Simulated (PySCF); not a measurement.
## F²⁺ (fluorine, charge +2) across methods

[He] 2s1 2p4, high-spin 4P determinant (an excited configuration). All numbers are calculated (PySCF 2.14, scalar relativity by spin-free X2C-1e, in aug-cc-pCVQZ-DK (9s8p6d4f2g, 109 functions)).

```json
{"method": "r2SCAN", "E (hartree)": "-97.2300", "mean ε 2s α (eV)": "-72.891", "mean ε 2p α (eV)": "-52.498", "mean ε 2p β (eV)": "-45.536", "Σ⟨r²⟩ (bohr²)": "5.068", "⟨S²⟩": "3.752"}
{"method": "PBE", "E (hartree)": "-97.1577", "mean ε 2s α (eV)": "-70.429", "mean ε 2p α (eV)": "-51.295", "mean ε 2p β (eV)": "-45.096", "Σ⟨r²⟩ (bohr²)": "5.113", "⟨S²⟩": "3.751"}
{"method": "M06-2X", "E (hartree)": "-97.2013", "mean ε 2s α (eV)": "-78.081", "mean ε 2p α (eV)": "-57.164", "mean ε 2p β (eV)": "-49.767", "Σ⟨r²⟩ (bohr²)": "5.088", "⟨S²⟩": "3.752"}
{"method": "UHF", "E (hartree)": "-97.00438", "mean ε 2s α (eV)": "-88.258", "mean ε 2p α (eV)": "-63.594", "mean ε 2p β (eV)": "-52.298", "Σ⟨r²⟩ (bohr²)": "5.058", "⟨S²⟩": "3.753"}
{"method": "PBE0", "E (hartree)": "-97.1640", "mean ε 2s α (eV)": "-75.045", "mean ε 2p α (eV)": "-54.534", "mean ε 2p β (eV)": "-47.285", "Σ⟨r²⟩ (bohr²)": "5.087", "⟨S²⟩": "3.751"}
{"method": "LDA", "E (hartree)": "-96.5773", "mean ε 2s α (eV)": "-69.942", "mean ε 2p α (eV)": "-51.318", "mean ε 2p β (eV)": "-44.739", "Σ⟨r²⟩ (bohr²)": "5.138", "⟨S²⟩": "3.752"}
{"method": "BLYP", "E (hartree)": "-97.2427", "mean ε 2s α (eV)": "-70.094", "mean ε 2p α (eV)": "-51.081", "mean ε 2p β (eV)": "-45.376", "Σ⟨r²⟩ (bohr²)": "5.118", "⟨S²⟩": "3.751"}
{"method": "HSE06", "E (hartree)": "-97.1735", "mean ε 2s α (eV)": "-74.590", "mean ε 2p α (eV)": "-54.087", "mean ε 2p β (eV)": "-46.914", "Σ⟨r²⟩ (bohr²)": "5.088", "⟨S²⟩": "3.751"}
```
